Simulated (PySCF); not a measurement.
A set of runs on `[CH3][Be][Br]` (BeMeBr); the geometry of each is named by its level. Settings lines and outputs come from a driver script.

BeMeBr, CH₃BeBr.
Bonds: Be1–C2, Be1–Br6. Hydrogens: H3, H4, H5 on C2.

Step 1: PBE0-D3(BJ)/def2-SVP geometry optimisation, gas phase (PySCF 2.14.0) (from the GFN2-xTB geometry)
```json
{"job": {"xc": "PBE0", "basis": "def2-SVP", "d3": "d3bj", "grid": 1, "maxiter": 40, "kind": "geom"}, "charge": 0, "multiplicity": 1}
```
```
step   0  E = -2628.15314552  max force = 0.022088
step   1  E = -2628.15500838  max force = 0.004162
step   2  E = -2628.15504489  max force = 0.001958
step   3  E = -2628.15505401  max force = 0.000126
optimisation converged
```

Final energy -2628.15505 Eh after 3 steps; dipole 1.11 D. Energies in Eh; «max force» is the largest Cartesian gradient component in Eh/bohr.

Hardware: one thread of an x86-64 server (shared host). Cost: 4.3 s wall.

Step 2: TDDFT CAM-B3LYP/def2-SVPD, vertical, gas phase, core orbitals frozen in the response (PySCF 2.14.0, density-fitted response routines) (on the PBE0-D3(BJ)/def2-SVP geometry)
```json
{"job": {"kind": "uv", "xc": "CAM-B3LYP", "basis": "def2-SVPD", "ip": false, "nstates": 10}, "charge": 0, "multiplicity": 1}
```
```
...
Static polarisability (au): isotropic 49.139, principal 43.039 43.039 61.340
Singlet excitations
state   eV       nm        f      main configurations
  1   7.1909    172.4   0.00002   H->L+1 0.27, H-1->L+2 0.26, H->L+2 0.16
  2   7.2646    170.7   0.00007   H->L+1 0.29, H-1->L+2 0.28, H->L+2 0.14
  3   7.2649    170.7   0.00003   H-1->L+1 0.29, H->L+2 0.28, H-1->L+2 0.15
  4   7.4494    166.4   0.00028   H-2->L+2 0.31, H-2->L+1 0.31, H-1->L 0.21
  5   7.4509    166.4   0.00029   H-2->L+1 0.32, H-2->L+2 0.32, H->L 0.22
  6   7.6289    162.5   0.10854   H-1->L 0.61, H-2->L+2 0.12, H-2->L+1 0.10
  7   7.6299    162.5   0.10851   H->L 0.60, H-2->L+1 0.13, H-2->L+2 0.11
  8   7.8562    157.8   0.05391   H-2->L 0.81
  9   8.1985    151.2   0.41601   H->L+2 0.22, H-1->L+1 0.22, H->L+1 0.13
 10   8.8565    140.0   0.01925   H->L+3 0.81, H->L 0.09
Triplet excitations (Tamm-Dancoff, eV): 6.7911 6.8494 6.8518 6.9766
```

HOMO -10.09 eV, LUMO 0.61 eV; lowest singlet 7.19 eV; lowest triplet 6.79 eV (Tamm–Dancoff); mean polarisability 49.1 au.

Time: 4.8 s of wall time. Hardware: one thread, x86-64 server (shared host).

Step 3: delta-SCF UKS SCAN, pcX-2 on the ionised atom, pcseg-1 elsewhere, spin-free X2C (PySCF 2.14.0) (on the PBE0-D3(BJ)/def2-SVP geometry)
```json
{"job": {"kind": "xps", "metal_2p": true}, "charge": 0, "multiplicity": 1}
```
```
...
ground state, core basis on atom 0 (Be), 83 functions
  E(ground) = -2653.49459649 Eh
hole in Be 1s of atom 0
  E(ion) = -2649.04270269 Eh   <S^2> = 0.7772   hole on atom = 1.000   binding energy = 121.142 eV
ground state, core basis on atom 1 (C), 96 functions
  E(ground) = -2653.50307671 Eh
hole in C 1s of atom 1
  E(ion) = -2642.84507617 Eh   <S^2> = 0.7665   hole on atom = 1.000   binding energy = 290.019 eV
```

Be1s of Be1 121.14 eV; C1s of C2 290.02 eV. SCF cycles are left out; they run on a coarse grid, and E(ground) and E(ion) are re-evaluated on a finer one. The log counts atoms from 0, this text from 1.

Time: 3.1 s of wall time. Hardware: one thread, x86-64 server, on a shared host.

Geometry of the electronic-property runs (PBE0-D3(BJ)/def2-SVP):
```
atom  x, y, z in Å
Be1   -0.008    0.007   -0.990
C2     0.003    0.000    0.678
H3    -0.444    0.917    1.100
H4     1.028   -0.074    1.081
H5    -0.566   -0.853    1.089
Br6   -0.012    0.003   -2.958
```

